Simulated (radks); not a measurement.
Excited configurations of Tb XI: one electron is placed in a higher orbital outside [Kr] 4d10 4f6 5s2. The ground configuration is [Kr] 4d10 4f6 5s2 5p1. Calculated with a radial shooting solver on a logarithmic mesh with Libxc functionals: scalar-relativistic Kohn-Sham, LDA (Slater exchange, Perdew-Wang correlation), spin-polarised, spherical densities, point nucleus; open shells are filled with parallel spins first (spin-orbit coupling, left out, can overturn this in heavy ions). Excitation = E - E(ground); binding = E(ion) - E, where the ion is the core of charge +11; n* = 11/sqrt(2 binding) in atomic units. These energies are relativistic, and a one-electron ion of charge +11 with no core already has n* below n in this formula (scalar-relativistic equation, point nucleus: 5d 4.999, 5f 5.000, 6s 5.997, 6p 5.998, 6d 5.999, 6f 5.999, 7s 6.997, 7p 6.998, 7d 6.999, 7f 6.999). The quantum defect is therefore taken as that value minus n*, so that it holds no relativistic shift of the bare ion.

outer orbital  excitation (eV)  binding (eV)  quantum defect  eigenvalue (eV)  <r> (bohr)
5d                      41.119        136.64           1.528          -129.41       1.461
5f                      82.823        94.934           0.835          -89.448       1.838
6s                      67.675        110.08           2.130          -105.57       2.091
6p                      79.852        97.906           1.898          -93.828       2.268
6d                      97.278        80.479           1.476          -76.985       2.595
6f                      116.06        61.694           0.834          -58.813       3.140
7s                      108.46        69.300           2.123          -66.628       3.293
7p                      114.69        63.063           1.889          -60.590       3.534
7d                      123.95        53.809           1.468          -51.632       3.975
7f                      134.36        43.394           0.840          -41.559       4.685

The Delta-SCF ionisation energy is 177.76 eV (NIST Atomic Spectra Database: 186 eV, theoretical). Self-interaction in the functional shifts the binding energies and quantum defects, so they are the method's values and not measured ones. Open shells are spherical and high-spin; term and fine-structure splittings are not resolved. Spin-orbit splitting is averaged out at the scalar-relativistic level.
